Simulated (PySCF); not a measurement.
Theoretical values (PySCF): GFN2-xTB structure, NMR shieldings at PBE0/pcSseg-1/GIAO. Fast rotation and ring inversion assumed for equivalent nuclei, a single conformation, non-relativistic, no solvent.

Referencing at the same level of theory: TMS for ¹H (σref 31.72), ¹³C (σref 186.93). Shifts are as computed. Against solution values, carbons near 30 ppm lie about +3 ppm off and those near 130 ppm about +5 ppm. Of 1309 compounds with measured shifts, 239 miss one by over three times the rms of a fit or turn the order of signals round; such compounds aren't used in these exercises.

(1) Order these molecules by the shift of their most deshielded carbon, lowest δ first.
A. CC1=C[SiH2]C(CF)=C1
B. FCC#CC1C[SiH2]C1
C. C#C[C@@H](C)[C@H]1C[Si@@H]1F

(2) Order these molecules by the shift of their most deshielded carbon-bound hydrogen, lowest δ first.
A. FCC#CC1C[SiH2]C1
B. CC#C[C@H]1C[Si@H](F)C1
C. C#C[C@@H](C)[C@@H]1C[Si@@H]1F
D. CC1=C[SiH2]C(CF)=C1
E. C#C[C@@H](C)[C@H]1C[Si@@H]1F

(3) How many ¹³C and ¹H signals does each give (equivalence by symmetry and fast rotation, but not about amide C–N or C=N bonds)? `FCC#CC1C[SiH2]C1`, `C#C[C@@H](C)[C@H]1C[Si@@H]1F`, `C#C[C@@H](C)[C@@H]1C[Si@@H]1F`, `CC1=C[SiH2]C(CF)=C1`, `CC#C[C@H]1C[Si@H](F)C1`

Answers

(1) C (93.3 ppm, alkyne carbon), B (105.5 ppm, alkyne carbon), A (168.6 ppm, fully substituted alkene carbon).

(2) E (1.84 ppm, hydrogen on a three-membered-ring carbon), C (2.35 ppm, hydrogen on a propargylic sp3 CH), B (3.13 ppm, hydrogen on a propargylic sp3 CH), A (5.40 ppm, hydrogen on a propargylic sp3 CH2 bonded to F), D (7.03 ppm, hydrogen on an alkene CH).

(3) FCC#CC1C[SiH2]C1: 5 C, 6 H; C#C[C@@H](C)[C@H]1C[Si@@H]1F: 6 C, 7 H; C#C[C@@H](C)[C@@H]1C[Si@@H]1F: 6 C, 7 H; CC1=C[SiH2]C(CF)=C1: 6 C, 5 H; CC#C[C@H]1C[Si@H](F)C1: 5 C, 5 H.
